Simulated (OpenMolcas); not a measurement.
# 2s² 2p² along the 6-electron sequence

| Item | Value |
| --- | --- |
| Program | OpenMolcas 26.06 |
| Method | SS-CASPT2, IPEA 0.25 Eh, imaginary shift 0.1 Eh |
| Basis | ANO-RCC-VTZP |
| Scalar Hamiltonian | DKH2, point nucleus |
| Spin-orbit coupling | state interaction with AMFI integrals over the reference wave functions, term energies averaged over their components |

Active space for each ion: 4 electrons in 4 orbitals (2s 2p); closed shells correlated by CASPT2: 1s.

Computed levels in cm-1 above ³P₀:

| Level | N+ | O2+ | F3+ | Ne4+ |
| --- | --- | --- | --- | --- |
| ³P₁ | 44.1 | 106 | 224 | 400 |
| ³P₂ | 131 | 312 | 653 | 1152 |
| ¹D₂ | 15350 | 20520 | 25730 | 30680 |
| ¹S₀ | 31890 | 42920 | 53810 | 63820 |
| weight of ³P in the lowest level (%) | 100 | 100 | 100 | 100 |

Measured, with the error of the calculation in %. Measured levels: N+ from NIST Handbook of Basic Atomic Spectroscopic Data; O2+ from Moore, Selected Tables of Atomic Spectra, NSRDS-NBS 3, section 11; F3+ from Moore, Atomic Energy Levels, vol. I, NSRDS-NBS 35 (1971 reprint of NBS Circular 467, 1949); Ne4+ from NIST levels in Podobedova, Fuhr, Reader and Wiese, J. Phys. Chem. Ref. Data 33, 525 (2004).

```
Level            N+           O2+           F3+          Ne4+
  ³P₁   48.7 (-9.5)    113 (-6.7)    225 (-0.7)    412 (-3.0)
  ³P₂    131 (+0.1)                  613 (+6.4)   1110 (+3.8)
  ¹D₂  15316 (+0.2)  20273 (+1.2)  25241 (+1.9)  30292 (+1.3)
  ¹S₀  32689 (-2.4)  43186 (-0.6)  53544 (+0.5)  63914 (-0.1)
```

The fine-structure level ³P₂ changes by a factor of 8.79 from N+ to Ne4+. Its fourth root runs 3.38, 4.20, 5.06, 5.83, with steps per unit of Z of 0.82, 0.85, 0.77; equal steps would mean a (Z - σ)^4 law with constant σ.

¹D₂ changes by a factor of 2 over the same range, with steps per unit of Z of +5170, +5210, +4950 cm-1.

CASPT2 breaks the degeneracy within a term, and the mean is taken; among the terms shown or strongly mixed into the levels shown the widest spread is 10 cm-1 (2s² 2p² ¹D, O2+). Computed and measured levels are paired by configuration, term and J; levels that our copy of the source lacks, or whose pairing is in doubt (as where it misses far off the trend of its configuration), stay unpaired and out of the deviations. Levels of configurations outside the active space are missing.
